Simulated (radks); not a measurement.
Values are calculated unless marked as measured or tabulated.
Mean orbital radii <r> (bohr) of the scandium ion Sc8+, [Ne] 3s2 3p1, at several levels of relativity; Dirac values are averaged over j with weights 2j + 1. Spin-unpolarised spherical Kohn-Sham, PBE, point nucleus unless stated (finite: rms radius 3.5459 fm), a radial shooting solver on a logarithmic mesh with Libxc functionals. A level marked "c x" has the speed of light scaled by that factor and shares open shells by 2j + 1; other Dirac levels either fill j = l - 1/2 first or share by 2j + 1.

| shell | non-rel. | scalar-rel. | scalar-rel., finite nucleus | Dirac, c x 1.25 | change of magnitude, last against first (%) |
|---|---|---|---|---|---|
| 1s | 0.07358 | 0.07302 | 0.07302 | 0.07322 | -0.48 |
| 2s | 0.3435 | 0.3410 | 0.3410 | 0.3418 | -0.50 |
| 2p | 0.3055 | 0.3045 | 0.3045 | 0.3049 | -0.20 |
| 3s | 0.9509 | 0.9460 | 0.9460 | 0.9477 | -0.34 |
| 3p | 0.9665 | 0.9647 | 0.9647 | 0.9653 | -0.12 |
